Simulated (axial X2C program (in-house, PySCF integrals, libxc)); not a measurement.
## Spin–orbit effects along a row: molecules with O (ions), PBE0

Calculated with an in-house all-electron X2C program for linear molecules (integrals from PySCF), spin-free (one-electron X2C) or two-component (2c: spin–orbit coupling with atomic mean-field Coulomb and Gaunt terms, which also bring small scalar terms), in Dyall basis sets with cores contracted in-house; open shells are unrestricted.

Basis sets: Ba dyall-cv3z, Cs dyall-cv3z, O dyall-av3z, Pt dyall-cv3z, Ta dyall-cv3z, W dyall-cv3z.

| molecule | spin-free state | Re (Å) | ωe (cm⁻¹) | De (eV) | 2c state | Re 2c (Å) | ωe 2c (cm⁻¹) | De 2c (eV) |
| --- | --- | --- | --- | --- | --- | --- | --- | --- |
| CsO⁺ | M_S = 1, Λ = 0 | 3.373 | 86.9 | 0.13 | Ω = 1 | 3.373 | 86.9 | 0.13 |
| BaO⁺ | M_S = 1/2, Λ = 0 | 2.056 | 553.2 | 4.20 | Ω = 1/2 | 2.054 | 553.4 | 4.20 |
| TaO⁺ | M_S = 1, Λ = 2 | 1.653 | 1114.7 | 7.37 | Ω = 1 | 1.653 | 1112.2 | n/a |
| WO⁺ | M_S = 3/2, Λ = 0 | 1.629 | 1145.8 | 7.05 | Ω = 3/2 | 1.629 | 1142.1 | n/a |
| PtO⁺ | M_S = 3/2, Λ = 0 | 1.715 | 851.9 | 3.51 | Ω = 3/2 | 1.717 | 846.8 | 3.27 |

Fragments in 2c: Cs+ + O, Ba+ + O, Ta+ + O, W+ + O, Pt+ + O. Each entry is the lowest single determinant of a limited PBE0 search at one distance. De goes to single-determinant-based atoms at the same level (for ions the charge split of lowest energy) and is withheld (n/a) where an atom does not fit its ground term or J level. Main or longest-lived isotopes. One determinant is a doubtful description, or other states lie close, for CsO⁺, BaO⁺, TaO⁺, WO⁺, PtO⁺; these need not be ground states, and all values refer to the states named. Some open-shell Ω = 0 determinants are out of reach, so the Ω given for CsO⁺ need not be the lowest component. With several unpaired electrons the Ω given is that of one determinant, not necessarily of the lowest component. Some light 2c atoms are not at their ground J level, so De misses part of their lowering (0.04 eV or less). The functionals have no current term, which raises determinants with orbital currents.
